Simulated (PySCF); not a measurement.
**CaH and its ions**

UHF; Ca aug-pcseg-1, H aug-pcseg-1; no relativity (PySCF 2.14). Neutral (UHF): doublet (σ ↑), Re = 2.064 Å, ωe = 1253 cm⁻¹, De = 1.50 eV, HOMO -5.64 eV, LUMO 0.03 eV.

CaH⁺ (RHF): singlet (closed shell), Re = 1.935 Å, ωe = 1465 cm⁻¹, De = 1.18 eV to Ca⁺ + H. The energies at the minima are -677.20200 hartree for CaH and -677.00322 for CaH⁺.

(1) Work out the adiabatic ionisation energy, without and with harmonic zero-point energies (1 hartree = 27.2114 eV, 1 eV = 8065.5 cm⁻¹), and the change of the bond length.

For an ion De counts to the pair picked by the measured ionisation energies or electron affinities, which need not be the lowest pair at this level. Where the molecule has an RHF reference, its open-shell atoms are computed with UHF. Hartree–Fock leaves out correlation, which carries a large part of most bond energies and some tenths to 1 eV of ionisation energies. States were picked by a PBE0 search and need not be the measured ground states.

Neutral and ion stand on different kinds of reference determinant, which adds to the error of the difference.

## Answers

(1) At HF: 0.19878 hartree = 5.409 eV between the minima; the zero-point term (1465.0 − 1253.0)/2 cm⁻¹ = +0.013 eV makes it 5.422 eV. Re changes by -12.9 pm against the neutral. The electron leaves a σ orbital, and the shorter bond of the ion fits an antibonding orbital, or a change in how ionic the bond is.
